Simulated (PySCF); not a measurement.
B(Me)(Et)(NH2) (C₃H₁₀BN), SMILES CCB(C)N.

Geometry: r2SCAN-D4/def2-SVP. One conformer was computed; it need not be the lowest.

Method: PySCF with PBE/def2-TZVP.

Symmetry labels are those of the subgroup Cs that the program uses (full group Cs).

**Question.** List the valence orbital energies around the gap with their symmetry. (The exact figures need the calculation; the answer reports its results.)

**Answer.** 
```csv
orbital,symmetry,energy (eV)
HOMO−7,A',-9.74
HOMO−6,A',-9.51
HOMO−5,A",-9.23
HOMO−4,A',-8.66
HOMO−3,A",-7.92
HOMO−2,A',-7.74
HOMO−1,A',-6.72
HOMO,A",-6.68
LUMO,A',0.05
LUMO+1,A",0.18
LUMO+2,A',0.94
LUMO+3,A',1.15
```
